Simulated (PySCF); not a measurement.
Variants of one PySCF input: BrCl

Base input, run as `OMP_NUM_THREADS=1 python input.py` with PySCF 2.14:

```python
from pyscf import gto, scf
from pyscf.prop.polarizability import rhf as pol

mol = gto.M(
    atom='Br 0 0 0; Cl 0 0 2.085',
    basis='sbkjc',
    ecp={'Br': 'sbkjc', 'Cl': 'sbkjc'},
    charge=0,
    spin=0,
    verbose=4,
)
mf = scf.RHF(mol)
mf = mf.density_fit(auxbasis='def2-universal-jkfit')
mf.kernel()
print('polarizability (a.u.)')
print(pol.Polarizability(mf).polarizability().round(4))
mf.dip_moment()
print('orbital energies (hartree):', mf.mo_energy[..., max(0, mol.nelec[1]-3):mol.nelec[0]+3].round(4))
```

Base result: E(SCF) = -27.756225 Eh, 8 cycles, μz(SCF) = -0.93 D, α(xx, yy, zz) = 2.9, 2.9, 42.2 bohr³. Stability towards an unrestricted solution was not tested. The bond length is a typed value, not an optimised one.

It ran on Arm Neoverse V1 (1 thread, shared host) in 0.91 s, peak memory 0.11 GiB.

Each row names what differs from the base; energies in brackets are changes from the base.

```tsv
change	result
basis set: sbkjc → pcseg-1; core potential: on → off	E(SCF) = -3031.516517 Eh, 8 cycles, μz(SCF) = -0.50 D, α(xx, yy, zz) = 16.1, 16.1, 41.4 bohr³
functional: none (Hartree–Fock) → revpbe; SCF type: RHF → RKS; step after the SCF: polarizability → analyze	E(SCF) = -28.267143 Eh, 8 cycles, μz(SCF) = -0.66 D
step after the SCF: polarizability → frequency [not at a minimum]	E(SCF) = -27.756225 Eh (+0.0000 eV), 8 cycles, μz(SCF) = -0.93 D, wavenumbers 606 cm⁻¹
functional: none (Hartree–Fock) → hcth407; SCF type: RHF → RKS; step after the SCF: polarizability → analyze	E(SCF) = -28.404528 Eh, 8 cycles, μz(SCF) = -0.68 D
initial guess: minao → random (no such guess here, so PySCF falls back to its default)	E(SCF) = -27.756225 Eh (+0.0000 eV), 8 cycles, μz(SCF) = -0.93 D, α(xx, yy, zz) = 2.9, 2.9, 42.2 bohr³
geometry: bond 2.085 → bond 4.17 [stretched restricted solution, likely unstable]	E(SCF) = -27.617357 Eh (+3.7788 eV), 11 cycles, μz(SCF) = -2.12 D, α(xx, yy, zz) = 2.3, 2.3, 252.6 bohr³
spin (2S): 0 → 4; SCF type: RHF → UHF [a high spin state]	E(SCF) = -27.180685 Eh (+15.6612 eV), 11 cycles, ⟨S²⟩ = 6.014, μz(SCF) = 3.30 D, α(xx, yy, zz) = 30.2, 30.2, 58.8 bohr³
basis set: sbkjc → cc-pvtz-f13; core potential: on → off [unsound on purpose]	stops with BasisNotFoundError (cc-pvtz-f13)
Cartesian functions: off → on	E(SCF) = -27.756221 Eh (+0.0001 eV), 8 cycles, μz(SCF) = -0.93 D, α(xx, yy, zz) = 2.9, 2.9, 42.2 bohr³
electric field along z (a.u.): none → 0.01	E(SCF) = -27.754697 Eh (+0.0416 eV), 8 cycles, μz(SCF) = 0.16 D, α(xx, yy, zz) = 3.0, 3.0, 43.0 bohr³
step after the SCF: polarizability → tda; number of roots: default → 8	E(SCF) = -27.756225 Eh (+0.0000 eV), 8 cycles, μz(SCF) = -0.93 D, first singlet excitations without spin–orbit coupling 3.90, 3.90, 6.99, 6.99, 10.53 eV
basis set: sbkjc → x2c-svpall; core potential: on → off; spin-free X2C: off → on	E(SCF) = -3064.704195 Eh, 8 cycles, μz(SCF) = -0.61 D, α(xx, yy, zz) = 14.9, 14.9, 38.5 bohr³
PCM solvent, dielectric constant: none → 4.71; step after the SCF: polarizability → analyze	E(SCF) = -27.757702 Eh (-0.0402 eV), 8 cycles, μz(SCF) = -1.15 D
PCM solvent, dielectric constant: none → 78.36; step after the SCF: polarizability → analyze	E(SCF) = -27.758108 Eh (-0.0512 eV), 8 cycles, μz(SCF) = -1.22 D
geometry: bond 2.085 → bond 10 [unsound on purpose] [stretched restricted solution, likely unstable]	not converged: SCF after 50 cycles
geometry: bond 2.085 → bond 6.255 [stretched restricted solution, likely unstable]	not converged: SCF after 50 cycles
spin (2S): 0 → 2; SCF type: RHF → UHF [a high spin state]	E(SCF) = -27.655569 Eh (+2.7390 eV), 12 cycles, ⟨S²⟩ = 2.009, μz(SCF) = -1.76 D, α(xx, yy, zz) = 4.1, 6.1, 72.1 bohr³
geometry: bond 2.085 → bond 1.939	E(SCF) = -27.717576 Eh (+1.0517 eV), 8 cycles, μz(SCF) = -0.76 D, α(xx, yy, zz) = 3.2, 3.2, 33.4 bohr³
functional: none (Hartree–Fock) → scan; SCF type: RHF → RKS; step after the SCF: polarizability → analyze	E(SCF) = -28.246672 Eh, 8 cycles, μz(SCF) = -0.71 D
density fitting: def2-universal-jkfit → weigend	E(SCF) = -27.754815 Eh (+0.0384 eV), 8 cycles, μz(SCF) = -0.93 D, α(xx, yy, zz) = 2.9, 2.9, 42.2 bohr³
```

Problem. Order these changes by how far they move the SCF energy from the base, largest first: (1) PCM solvent, dielectric constant: none → 78.36; step after the SCF: polarizability → analyze; (2) electric field along z (a.u.): none → 0.01; (3) geometry: bond 2.085 → bond 1.939; (4) geometry: bond 2.085 → bond 4.17.

Solution. (4) +3.7788 eV, (3) +1.0517 eV, (1) -0.0512 eV, (2) +0.0416 eV.
